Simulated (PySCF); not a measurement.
# How methods differ on the excitation energy of Nb(2+)

Nb(2+) [Kr] 4d3 (4F) → Nb(2+) [Kr] 4d2 5s1 (4F), as a difference of total energies. All numbers are calculated (PySCF 2.14, a scalar-relativistic core potential, in aug-cc-pVQZ-PP with ECP28MDF (7s7p6d4f3g2h, 135 functions)). Correlated levels: valence: 4s2 4p6 frozen. The calculations carry no spin-orbit coupling.

| method | excitation energy (cm⁻¹) |
| --- | --- |
| UHF | 24705 |
| LDA | 22104 |
| PBE | 23441 |
| PBE0 | 24922 |
| r2SCAN | 24844 |
| B97-3 | 25386 |
| wB97M-V | 25108 |
| BLYP | 22167 |
| MP2 (valence) | 25391 |
| SCS-MP2 (valence) | 24934 |
